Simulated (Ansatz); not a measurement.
Reaction (redistribution): `O[SiH2][GeH2][SH]` + `FC([SiH3])S` → `O[SiH2][GeH3]` + `FC([SiH3])SS`

Program: Ansatz. Geometries: PBE0-D4/def2-TZVP. ΔE: electronic, gas phase. CBS: MP2 limit from def2 TZ/QZ plus the TZ coupled-cluster correction, frozen cores. DFT in def2-TZVPP. B3LYP here is the variant with VWN-RPA as its local correlation; programs differ in this. For Ge outer-core shells are correlated without core-valence functions, which leaves a few kJ/mol of doubt a bond. Scalar relativity is left out up to krypton. Each species was taken in one conformer, which may not be the lowest.

Task: Is it downhill or uphill in electronic energy at CCSD(T)/CBS, and by how much? (An estimate is asked.)

Result: The calculation gave: Uphill: ΔE = +0.76 eV.

Task: What do these levels give: PBE0-D4, B3LYP-D4, ωB97X-V, ωB97M-V, B2PLYP, r2SCAN, PBE0, MP2/def2-TZVPP, CCSD/def2-TZVPP, CCSD(T)/def2-TZVPP, SCS-MP2/def2-QZVPP, MP2/CBS(def2)? (Estimate.)

Result: The calculation gave: PBE0-D4 0.72, B3LYP-D4 0.71, ωB97X-V 0.74, ωB97M-V 0.73, B2PLYP 0.77, r2SCAN 0.72, PBE0 0.74, MP2/def2-TZVPP 0.82, CCSD/def2-TZVPP 0.84, CCSD(T)/def2-TZVPP 0.81, SCS-MP2/def2-QZVPP 0.80, MP2/CBS(def2) 0.77 eV.

Largest T1 diagnostic among the species: 0.013.

From PBE to PBE0 (25 % exact exchange), in def2-TZVPP and without D4, ΔE moves by +0.06 eV. The D4 term adds −0.04 eV with B3LYP and −0.02 eV with PBE0; it sums over pairs of atoms, weighted by their polarisabilities, and B3LYP, whose exchange is more repulsive, gets the larger term.
